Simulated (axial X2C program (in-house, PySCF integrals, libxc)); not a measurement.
# Nuclear properties of SeH

Computed with an axial X2C code built on PySCF integrals: two-component X2C with atomic mean-field Coulomb and Gaunt terms, Gaussian nuclei, basis Se dyall-cv3z, H dyall-v3z with contracted cores.

R = 1.470 Å (near the PBE0 minimum at charge 0 of the determinant lowest at the starting distance; the state shown can have its own minimum elsewhere).

Input and command:
```json
{"zs": [34, 1], "q": 0, "bas": ["dyall-cv3z", "dyall-v3z"], "r0": 1.48, "levels": ["PBE0", "HF", "TPSSh", "BHandHLYP", "PBE"], "nst": 3}
```
```bash
python soeom.py task.json out
```

Keys: zs atomic numbers; q charge; bas basis sets; r0 starting distance in Å; levels methods; nst determinants followed.

Determinant lowest in the PBE0 search, Ω = 3/2 (⟨Sz⟩ = 0.50, ⟨Lz⟩ = 1.00 at PBE0), spin on the atoms Se 0.52, H -0.02:

```json
{"level": "PBE0", "Eeff magnitude (GV/cm)": "0.306", "Ws magnitude Se (kHz)": "0.0829", "A∥/gI Se (MHz)": "470", "qzz Se (a.u.)": "2.08", "A∥/gI H (MHz)": "1.12", "qzz H (a.u.)": "0.18", "μ (D)": "0.52"}
{"level": "HF", "Eeff magnitude (GV/cm)": "0.613", "Ws magnitude Se (kHz)": "0.17", "A∥/gI Se (MHz)": "480", "qzz Se (a.u.)": "2.20", "A∥/gI H (MHz)": "-0.117", "qzz H (a.u.)": "0.18", "μ (D)": "0.58"}
{"level": "TPSSh", "Eeff magnitude (GV/cm)": "0.306", "Ws magnitude Se (kHz)": "0.0837", "A∥/gI Se (MHz)": "474", "qzz Se (a.u.)": "2.21", "A∥/gI H (MHz)": "1.5", "qzz H (a.u.)": "0.18", "μ (D)": "0.49"}
{"level": "BHandHLYP", "Eeff magnitude (GV/cm)": "0.347", "Ws magnitude Se (kHz)": "0.0945", "A∥/gI Se (MHz)": "488", "qzz Se (a.u.)": "2.22", "A∥/gI H (MHz)": "1.11", "qzz H (a.u.)": "0.18", "μ (D)": "0.52"}
{"level": "PBE", "Eeff magnitude (GV/cm)": "0.233", "Ws magnitude Se (kHz)": "0.0619", "A∥/gI Se (MHz)": "467", "qzz Se (a.u.)": "2.05", "A∥/gI H (MHz)": "1.32", "qzz H (a.u.)": "0.18", "μ (D)": "0.48"}
```

Determinant 0.23 eV from it at PBE0 and this distance, Ω = 1/2 (⟨Sz⟩ = -0.50, ⟨Lz⟩ = 1.00 at PBE0), spin on the atoms Se -0.52, H 0.02:

```
    level  Eeff magnitude (GV/cm)  Ws magnitude Se (kHz)  A∥/gI Se (MHz)  qzz Se (a.u.)  A∥/gI H (MHz)  qzz H (a.u.)  μ (D)
     PBE0                   0.057                 0.0605            2570           1.81           15.6          0.18   0.53
       HF                   0.173                  0.136            2310           1.93             19          0.18   0.59
    TPSSh                   0.026                 0.0313            2560           1.95           14.4          0.18   0.50
BHandHLYP                  0.0501                 0.0545            2500           1.95           15.5          0.18   0.53
      PBE                   0.111                  0.106            2630           1.78             15          0.18   0.49
```

Eeff is the effective electric field on the electron electric dipole moment in this Ω state and Ws the scalar–pseudoscalar constant of the nucleus named (defined with the proton number Z and per Ω); A∥ (defined per Ω) follows by multiplying with gI = μI/(I μN); qzz is the electric field gradient, eQq0 = 234.96 MHz × Q/barn × qzz; μ is positive if the H end (last atom) is positive. The operators were transformed with the bare-nucleus X2C matrices; with these basis sets, hyperfine constants and field gradients can be off by tens of per cent, and where levels differ in sign neither size nor sign is settled.

Q: With gI(77Se) = 1.0701 (g factors from the IAEA table of nuclear moments by Stone), turn the PBE0 values of the first state into constants in MHz.

A: A∥(77Se) = 470 × 1.0701 = 503 MHz.

Each state is one determinant with collinear spin. Unrestricted Hartree–Fock can overshoot spin polarisation at the nuclei. In the state Ω = 1/2 the sign of Eeff differs between levels (HF against PBE0). Where Eeff spreads by more than a factor of two the levels disagree and none is to be relied on. The search compared states at one distance, so a state with another bond length can lie lower. The sign of Ws at Se differs between levels in the second state. Where a field gradient or hyperfine factor spreads by more than a factor of two over the levels, a constant derived from it is not to be relied on. PBE0 term energies can be off by some tenths of an eV.
